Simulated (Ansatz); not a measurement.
```csv
atom,x (Å),y (Å),z (Å)
Si,0.0000,0.0000,-0.1449
H,0.0000,1.1839,1.0142
H,0.0000,-1.1839,1.0142
```

Basis set: 6-31G* (spherical functions). Left uncorrelated: 5 orbitals. Charge 0, multiplicity 1.

Computed with Ansatz (development build ahead of 0.2.0); each method stands on the lowest determinant of its kind that the runs found. Restricted open shells among the atoms or ions are ROHF, correlated in semicanonical orbitals with singles.

The atomization energy at this shape (free ground-state atoms in the same class of orbitals less the molecule, no zero-point energy) of singlet SiH2:

| method | atomization energy |
| --- | --- |
| RHF | 426.5 kJ/mol |

**Question.** What does RHF-MP2 give?

**Answer.** 496.7 kJ/mol. Caution: the shape is not the minimum.
